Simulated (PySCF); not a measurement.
**A small calculation by hand: chemical shift, span and skew from a shielding tensor**

C2H8O2Si2, SMILES C[C@H]1O[Si@H](O)[SiH2]1. Atoms are numbered in the order given.

```xyz
14

C     -2.3615    -0.5661     0.8082
C     -0.9696     0.0252     0.9620
O      0.0335    -0.9856     0.6642
Si     0.9142    -0.4604    -0.6778
O      2.5505    -0.3670    -0.4142
Si    -0.4783     1.3679    -0.3460
H     -3.1317     0.1613     1.1117
H     -2.5553    -0.8557    -0.2378
H     -2.4623    -1.4683     1.4325
H     -0.8185     0.3583     2.0040
H      0.8018    -1.3604    -1.8506
H      2.8416     0.1804     0.3224
H      0.1008     2.6167     0.2345
H     -1.5642     1.7293    -1.3042
```

Geometry: ωB97X-D3(BJ)/def2-SVP. The structure was generated by enumeration; whether it is a known compound was not checked. One conformer was computed; it need not be the lowest.

GIAO shieldings from PBE0/pcSseg-1 in PySCF, non-relativistic, no solvent. The symmetric part of the tensor of C2 has the principal values 88.8, 94.4, 168.6 ppm. The same nucleus in TMS has σ = 186.3 ppm at this level (PySCF, at its B3LYP-D3(BJ)/def2-TZVP geometry).

Question: Work out the isotropic shielding, the ¹³C shift against TMS, the span and the skew.

Answer: 
σ(iso) = (σ11 + σ22 + σ33)/3 = 117.3 ppm. δ = σ(ref) − σ(iso) = 186.3 − (117.3) = 69.0 ppm.
Span Ω = σ33 − σ11 = 79.8 ppm. Skew κ = 3(σ(iso) − σ22)/Ω = 0.86. Tumbling in solution averages the tensor to δ; in a static solid the shielding alone would spread this spin-1/2 line over Ω.
